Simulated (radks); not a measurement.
Coulomb parameter of the 4d shell of the zirconium ion Zr2+ in the model configuration [Kr] 4d1 5s1, as a second difference U = [E(n + 0.5) + E(n - 0.5) - 2 E(n)] / (0.5)^2 with all orbitals relaxed. "Bare": the charge of the atom changes with n. "Screened": the 5s shell takes up the change at fixed total charge, which measures U(4d,4d) + U(5s,5s) - 2 U(4d,5s). Calculated with a radial shooting solver on a logarithmic mesh with Libxc functionals: scalar-relativistic Kohn-Sham, r2SCAN, spin-unpolarised, spherical densities, finite nucleus; meta-GGA in the generalised Kohn-Sham scheme; Fermi nuclear charge, rms radius 4.2694 fm.

start: configuration [Kr] 4d1 5s1; E - E(n) (eV) 0.000
bare +0.5: configuration [Kr] 4d1.5 5s1; E - E(n) (eV) -8.475
bare -0.5: configuration [Kr] 4d0.5 5s1; E - E(n) (eV) 11.103
screened +0.5: configuration [Kr] 4d1.5 5s0.5; E - E(n) (eV) -1.073
screened -0.5: configuration [Kr] 4d0.5 5s1.5; E - E(n) (eV) 1.242

U(bare) = 10.509 eV, U(screened by 5s) = 0.676 eV, against the Slater integral F0(4d,4d) = 12.866 eV with frozen orbitals.
